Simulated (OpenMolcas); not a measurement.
# Levels of Sn2+ by method

| Quantity | Value |
| --- | --- |
| Program | OpenMolcas 26.06 |
| Basis | ANO-RCC-VQZP [8s7p5d3f2g] |
| Scalar Hamiltonian | DKH2, point nucleus |
| Active space | 2 electrons in 4 orbitals (5s 5p) |
| State averaging | 2S+1 = 3 even, 3 roots; 2S+1 = 1 even, 7 roots; 2S+1 = 3 odd, 3 roots; 2S+1 = 1 odd, 3 roots |
| Spin-orbit coupling | state interaction with AMFI integrals over the reference wave functions, term energies averaged over their components |

Methods on the same reference wave functions:
A. CASSCF
B. SS-CASPT2, IPEA 0.25 Eh, imaginary shift 0.1 Eh (closed shells correlated: 4d)
C. MS-CASPT2, IPEA 0.25 Eh, imaginary shift 0.1 Eh (closed shells correlated: 4d)

Energies in cm⁻¹ above 5s² ¹S₀, the measured ground level; measured values from Moore, Atomic Energy Levels, vol. III, NSRDS-NBS 35 (1971 reprint of NBS Circular 467, 1958).

```tsv
Level	A	B	C	Measured
5s² ¹S₀	0.0	0.0	0.0	0.0
5s 5p ³P°₀	48716	53290	53950	53548
5s 5p ³P°₁	50144	54670	55330	55196
5s 5p ³P°₂	53313	57890	58550	59229
5s 5p ¹P°₁	85035	78260	78910	79911
5p² ³P₀	123513	127400	128050	127308
5p² ³P₁	125484	129600	130260	130120
5p² ³P₂ [53 %]	127908	130570	131230	
5p² ¹D₂ [53 %]	136905	134740	135390	
5p² ¹S₀	156780	150570	151870
```

Deviations, from unrounded energies. A percentage is the sum of absolute deviations over the sum of measured energies, with the sign that they share, or ± where signs differ.

```csv
Against measurement,Levels,A,B,C
mean absolute deviation (cm-1),6,4900,730,520
other configurations (%),6,±5.8,±0.9,±0.6
```

C lies closest to measurement on these levels and A furthest from it. The largest miss of C in the table is 5s 5p ¹P°₁, by -1000 cm-1. The ranking rests on the paired levels alone, and a cruder setting can come out closer through cancelling errors.

Between B and C the level of the table that moves most is 5p² ¹S₀, by 1300 cm-1 (lowest in B, highest in C). Moves below CASPT2's spread within the term are not significant.

The lowest spin-free term lies below A's lowest term by 0.435 hartree in B, 0.438 hartree in C.

CASPT2 does not keep the components of a term degenerate, so their means are used; among the terms shown or strongly mixed into the levels shown the widest spread is 16 cm-1 (5p² ¹D, C). Over all roots computed the reference weight is 0.89 to 0.94 in B, 0.89 to 0.94 in C; the roots of lowest weight are the least certain, and an intruder state may touch them. The ¹D term of p² mixes with s d, which this space lacks. Some levels mix across a computed gap that differs much from the measured one, so their mixing is not that of the real levels (holds for A). Measured partners are found by configuration, term and J. A level has none where our copy of the source lacks it or the pairing is in doubt (some pairs that miss far off the trend of their configuration count as doubtful), and it then counts in no deviation. Levels of configurations outside the active space are missing.

A share in square brackets marks a mixed level and gives the weight of the term that names it, the lowest over the columns. ° marks odd parity.
